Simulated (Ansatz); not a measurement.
`FC[O][ZnH]` + CH₃OH → `C[O][ZnH]` + `OCF`  (ligand exchange at a Zn–O bond)

Calculated with Ansatz (gas phase, PBE0-D4/def2-TZVP geometries, no zero-point term in ΔE). CCSD(T)/CBS is the MP2 limit (def2-TZVPP, def2-QZVPP) plus CCSD(T) − MP2 in def2-TZVPP, frozen cores. This one scheme is used for every species. Functionals use def2-TZVPP. B3LYP here is the variant with VWN-RPA as its local correlation; programs differ in this. For Zn outer-core shells are correlated without core-valence functions, which leaves a few kJ/mol of doubt a bond. Scalar relativity is left out up to krypton. Each species was taken in one conformer, which may not be the lowest.

| level | ΔE (kJ/mol) |
| --- | --- |
| r2SCAN-D4 | 24.9 |
| ωB97M-V | 26.3 |
| PBE0 | 22.6 |
| B3LYP | 21.1 |
| CCSD/def2-TZVPP | 26.1 |
| CCSD(T)/def2-TZVPP | 26.1 |
| MP2/def2-QZVPP | 23.2 |
| CCSD/CBS(def2) | 25.6 |

(1) What does CCSD(T)/CBS give? (An estimate is asked.)

Largest T1 diagnostic among the species: 0.017.

Answers

(1) Ansatz gave: +25.7 kJ/mol. The listed levels differ from it by -0.8, 0.6, -3.1, -4.6, 0.4, 0.4, -2.5, -0.1 kJ/mol.
